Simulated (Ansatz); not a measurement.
AlCl2(OH) (AlCl2OH). Charge 0, multiplicity 1. Geometry relaxed at PBE0-D4/def2-TZVP.

```tsv
atom	x (Å)	y (Å)	z (Å)
Al1	-0.060	0.278	-0.267
Cl2	0.962	1.441	-1.641
Cl3	-2.120	0.481	-0.063
O4	0.811	-0.815	0.659
H5	0.407	-1.385	1.312
```

(1) Estimate the harmonic wavenumbers at RKS PBE0-D4/def2-TZVP (Ansatz, unscaled). Is this a minimum?

Results:

(1) 150, 194, 230, 359, 438, 588, 667, 911, 3957 cm⁻¹. Yes, no mode is imaginary beyond noise. Zero-point energy 44.8 kJ/mol. It took 43 s on 4 threads of Intel Xeon Platinum 8375C on a shared host.
